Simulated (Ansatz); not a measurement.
Reaction (redistribution): `[Cl][Ga]([Cl])[Br]` + `[Cl][GaH][Br]` → `[Cl][Ga]([Br])[Br]` + `[Cl][GaH][Cl]`

Gas-phase electronic energies from Ansatz, PBE0-D4/def2-TZVP geometries. CCSD(T)/CBS is the MP2 limit (def2-TZVPP, def2-QZVPP) plus CCSD(T) − MP2 in def2-TZVPP, frozen cores. DFT in def2-TZVPP. For Br, Ga outer-core shells are correlated without core-valence functions, which leaves a few kJ/mol of doubt a bond. Scalar relativity is left out up to krypton.

`[Cl][Ga]([Cl])[Br]`:

Z-matrix (Å, degrees):
```
Ga
Cl 1 2.115
Br 1 2.254 2 120.4
Cl 1 2.115 2 119.2 3 180.0
```

`[Cl][GaH][Br]`:

```xyz
4

Cl   -0.073    1.595    1.292
Ga   -0.041   -0.170    0.101
Br    0.447    0.139   -2.097
H    -0.333   -1.564    0.704
```

`[Cl][Ga]([Br])[Br]`:

Z-matrix (Å, degrees):
```
Ga
Cl 1 2.117
Br 1 2.258 2 119.6
Br 1 2.258 2 119.6 3 -180.0
```

`[Cl][GaH][Cl]`:

Z-matrix (Å, degrees):
```
Ga
Cl 1 2.128
Cl 1 2.128 2 115.1
H 1 1.545 2 122.4 3 180.0
```

```csv
level,ΔE (kJ/mol)
PBE,-1.5
r2SCAN,-1.4
CCSD/def2-TZVPP,-1.5
MP2/def2-QZVPP,-2.1
```

**Question.** What does CCSD(T)/CBS give? (An estimate is asked.)

**Answer.** Ansatz gave: -1.6 kJ/mol. The listed levels differ from it by 0.1, 0.2, 0.1, -0.5 kJ/mol.

Largest T1 diagnostic among the species: 0.011.

Leaving LDA and LC-ωPBE aside and taking each functional with its dispersion term where it has one, the values, not all of them listed here, spread over 0.9 kJ/mol, from BLYP-D4 to r2SCAN0-D4.
